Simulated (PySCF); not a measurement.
acetic acid (C$_{2}$H$_{4}$O$_{2}$), singlet, at a GFN2-xTB geometry, with bond 7-5 at 2.2 times its length; HF/6-31G (PySCF).

Here is a job for PySCF.
```python
from pyscf import gto, scf

mol = gto.M(
    atom='''
C    -0.00315599    0.15499744    0.00211695
O     0.17039265    1.34242476    0.01690963
O    -1.22753391   -0.39207402    0.00355055
H    -1.90744240    0.29943580    0.01779441
C     1.07040744   -0.89412184   -0.01979608
H     2.04770176   -0.42261924   -0.02046975
H     0.83416106   -2.30257016    1.89895218
H     0.95033928   -1.51055050   -0.90729357
''',
    basis='6-31g',
    verbose=4,
)

mf = scf.RHF(mol)
mf.kernel()
mo_i, mo_e, stable_i, stable_e = mf.stability(internal=True, external=True, return_status=True, nroots=6, tol=1e-6)
print('internally stable:', stable_i, ' externally stable:', stable_e)
if not stable_e:
    umf = mf.to_uhf() if not hasattr(mf, 'xc') else mf.to_uks()
    umf.scf_summary = {}
    umf.kernel(umf.make_rdm1(mo_e, umf.mo_occ))
```

**Question.** Write the output that PySCF gives for this input, abridged.

**Answer.** 
```
PySCF version 2.14.0

[INPUT] verbose = 4
[INPUT] num. atoms = 8
[INPUT] num. electrons = 32
[INPUT] charge = 0
[INPUT] spin (= nelec alpha-beta = 2S) = 0
[INPUT] symmetry False subgroup None
[INPUT] Mole.unit = angstrom
[INPUT] Symbol           X                Y                Z      unit          X                Y                Z       unit  Magmom
[INPUT]  1 C     -0.003155990000   0.154997440000   0.002116950000 AA   -0.005963956752   0.292902711609   0.004000455719 Bohr   0.0
[INPUT]  2 O      0.170392650000   1.342424760000   0.016909630000 AA    0.321995442139   2.536815139235   0.031954569568 Bohr   0.0
[INPUT]  3 O     -1.227533910000  -0.392074020000   0.003550550000 AA   -2.319702898516  -0.740912518357   0.006709567092 Bohr   0.0
[INPUT]  4 H     -1.907442400000   0.299435800000   0.017794410000 AA   -3.604543734383   0.565851653890   0.033626561448 Bohr   0.0
[INPUT]  5 C      1.070407440000  -0.894121840000  -0.019796080000 AA    2.022776903297  -1.689645399592  -0.037409169540 Bohr   0.0
[INPUT]  6 H      2.047701760000  -0.422619240000  -0.020469750000 AA    3.869595511190  -0.798634618572  -0.038682221338 Bohr   0.0
[INPUT]  7 H      0.834161060000  -2.302570160000   1.898952180000 AA    1.576335947177  -4.351226984996   3.588499543846 Bohr   0.0
[INPUT]  8 H      0.950339280000  -1.510550500000  -0.907293570000 AA    1.795880964616  -2.854526742325  -1.714536361879 Bohr   0.0

nuclear repulsion = 118.570633075646
number of shells = 28
number of NR pGTOs = 104
number of NR cGTOs = 44
basis = 6-31g
ecp = {}

******** <class 'pyscf.scf.hf.RHF'> ********
method = RHF
initial guess = minao
damping factor = 0
level_shift factor = 0
DIIS = <class 'pyscf.scf.diis.CDIIS'>
diis_start_cycle = 1
diis_space = 8
diis_damp = 0
SCF conv_tol = 1e-09
SCF conv_tol_grad = None
SCF max_cycles = 50
direct_scf = True
direct_scf_tol = 1e-13
Set gradient conv threshold to 3.16228e-05
Initial guess from minao.
init E= -228.079111233969
cycle= 1 E= -227.331383972333  delta_E= 0.748  |g|= 0.772  |ddm|= 2.61
cycle= 2 E= -227.412042613046  delta_E= -0.0807  |g|= 0.599  |ddm|= 1.22
cycle= 3 E= -227.482119559304  delta_E= -0.0701  |g|= 0.0724  |ddm|= 0.568
cycle= 4 E= -227.484099438664  delta_E= -0.00198  |g|= 0.0374  |ddm|= 0.102
cycle= 5 E= -227.484578267944  delta_E= -0.000479  |g|= 0.00946  |ddm|= 0.0513
cycle= 6 E= -227.48466114914  delta_E= -8.29e-05  |g|= 0.00455  |ddm|= 0.0286
cycle= 7 E= -227.484675119677  delta_E= -1.4e-05  |g|= 0.00179  |ddm|= 0.0124
cycle= 8 E= -227.484677308076  delta_E= -2.19e-06  |g|= 0.000652  |ddm|= 0.00458
cycle= 9 E= -227.484677557206  delta_E= -2.49e-07  |g|= 0.000169  |ddm|= 0.00162
cycle= 10 E= -227.484677575778  delta_E= -1.86e-08  |g|= 4.54e-05  |ddm|= 0.000412
cycle= 11 E= -227.484677578235  delta_E= -2.46e-09  |g|= 1.96e-05  |ddm|= 0.000141
cycle= 12 E= -227.484677578818  delta_E= -5.84e-10  |g|= 1.09e-05  |ddm|= 7.9e-05
Extra cycle  E= -227.484677578873  delta_E= -5.44e-11  |g|= 6.84e-06  |ddm|= 1.84e-05
converged SCF energy = -227.484677578873
rhf_internal: lowest eigs of H = [0.80886205 1.08234979 1.19903787 1.2090302  1.22925523 1.32591597]
<class 'pyscf.scf.hf.RHF'> wavefunction is stable in the internal stability analysis
rhf_real2complex: lowest eigs of H = [0.10818759 0.18160582 0.26750173 0.27736047 0.28135755 0.31357843]
<class 'pyscf.scf.hf.RHF'> wavefunction is stable in the real -> complex stability analysis
rhf_external: lowest eigs of H = [-0.21482694  0.05549327  0.1512702   0.23118754  0.24437044  0.28121386]
<class 'pyscf.scf.hf.RHF'> wavefunction has an RHF/RKS -> UHF/UKS instability
internally stable: True  externally stable: False

******** <class 'pyscf.scf.uhf.UHF'> ********
method = UHF
initial guess = minao
damping factor = 0
level_shift factor = 0
DIIS = <class 'pyscf.scf.diis.CDIIS'>
diis_start_cycle = 1
diis_space = 8
diis_damp = 0
SCF conv_tol = 1e-09
SCF conv_tol_grad = None
SCF max_cycles = 50
direct_scf = True
direct_scf_tol = 1e-13
number electrons alpha = 16  beta = 16
Set gradient conv threshold to 3.16228e-05
init E= -227.392848442195
cycle= 1 E= -227.515575622417  delta_E= -0.123  |g|= 0.138  |ddm|= 0.447
cycle= 2 E= -227.54931989878  delta_E= -0.0337  |g|= 0.063  |ddm|= 0.227
cycle= 3 E= -227.557748332673  delta_E= -0.00843  |g|= 0.035  |ddm|= 0.124
cycle= 4 E= -227.559864427161  delta_E= -0.00212  |g|= 0.0138  |ddm|= 0.0808
cycle= 5 E= -227.560095326002  delta_E= -0.000231  |g|= 0.00742  |ddm|= 0.0218
cycle= 6 E= -227.560191660974  delta_E= -9.63e-05  |g|= 0.00416  |ddm|= 0.0143
cycle= 7 E= -227.560244437425  delta_E= -5.28e-05  |g|= 0.00303  |ddm|= 0.0118
cycle= 8 E= -227.560282181472  delta_E= -3.77e-05  |g|= 0.00242  |ddm|= 0.01
cycle= 9 E= -227.560321055592  delta_E= -3.89e-05  |g|= 0.00162  |ddm|= 0.0137
cycle= 10 E= -227.560346116086  delta_E= -2.51e-05  |g|= 0.000835  |ddm|= 0.0151
cycle= 11 E= -227.560351935423  delta_E= -5.82e-06  |g|= 0.000193  |ddm|= 0.00986
cycle= 12 E= -227.560352040302  delta_E= -1.05e-07  |g|= 5.95e-05  |ddm|= 0.00104
cycle= 13 E= -227.560352047598  delta_E= -7.3e-09  |g|= 2.65e-05  |ddm|= 0.000223
cycle= 14 E= -227.560352048832  delta_E= -1.23e-09  |g|= 1.44e-05  |ddm|= 7.91e-05
cycle= 15 E= -227.560352049215  delta_E= -3.84e-10  |g|= 7.53e-06  |ddm|= 4.56e-05
Extra cycle  E= -227.560352049316  delta_E= -1.01e-10  |g|= 5.55e-06  |ddm|= 1.38e-05
converged SCF energy = -227.560352049316  <S^2> = 0.9340788  2S+1 = 2.1763077
```
